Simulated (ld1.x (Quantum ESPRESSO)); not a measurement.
## How hard is this In (Z = 49) RRKJ potential?

```
Element                 : indium (In)
Generator               : ld1.x (Quantum ESPRESSO) 7.5
Type                    : norm-conserving RRKJ (Kleinman–Bylander form)
Functional              : PBE
Relativity              : scalar-relativistic
Frozen core             : [Kr]
Valence charge          : 13
Reference configuration : 4d10 5s2 5p1
Partial waves           : 5s (bound): rc 2.20 bohr; 5p (bound): rc 3.00 bohr; 4d (bound): rc 1.75 bohr
Local potential         : all-electron potential smoothed inside 2.75 bohr (lloc = -1)
Core correction         : a·sin(br)/r model core inside 1.55 bohr
rho0                    : 0.02
```

The pseudo-atom Hamiltonian at the reference potential is diagonalised in spherical Bessel functions j_l(qr) that vanish at 20 bohr, with q² up to the cutoff. All-electron valence levels (Ry): 5s -0.6035, 5p -0.1851, 4d -1.3688.

**Question.** How do the lowest levels (Ry) of each channel move with the cutoff, and are there ghosts?

**Answer.**

```json
{"cutoff (Ry)": "8", "s #1": "-0.5679", "p #1": "-0.1810", "p #2": "0.0244", "d #1": "0.0341", "f #1": "0.0989", "Σ f·Δε (mRy)": "14104.8"}
{"cutoff (Ry)": "15", "s #1": "-0.5730", "p #1": "-0.1851", "p #2": "0.0238", "d #1": "-0.0267", "f #1": "0.0989", "Σ f·Δε (mRy)": "13482.1"}
{"cutoff (Ry)": "30", "s #1": "-0.6016", "p #1": "-0.1851", "p #2": "0.0238", "d #1": "-1.0438", "f #1": "0.0989", "Σ f·Δε (mRy)": "3254.0"}
{"cutoff (Ry)": "45", "s #1": "-0.6035", "p #1": "-0.1851", "p #2": "0.0238", "d #1": "-1.3529", "f #1": "0.0989", "Σ f·Δε (mRy)": "159.4"}
{"cutoff (Ry)": "70", "s #1": "-0.6035", "p #1": "-0.1851", "p #2": "0.0238", "d #1": "-1.3687", "f #1": "0.0989", "Σ f·Δε (mRy)": "1.4"}
{"cutoff (Ry)": "100", "s #1": "-0.6035", "p #1": "-0.1851", "p #2": "0.0238", "d #1": "-1.3688", "f #1": "0.0989", "Σ f·Δε (mRy)": "0.1"}
{"cutoff (Ry)": "400", "s #1": "-0.6035", "p #1": "-0.1851", "p #2": "0.0238", "d #1": "-1.3688", "f #1": "0.0989", "Σ f·Δε (mRy)": "0.0"}
```

Result: no extra level below or beside the all-electron valence levels (s, p, d, f tested); 10 mRy is reached at 55 Ry and 1 mRy at 80 Ry.
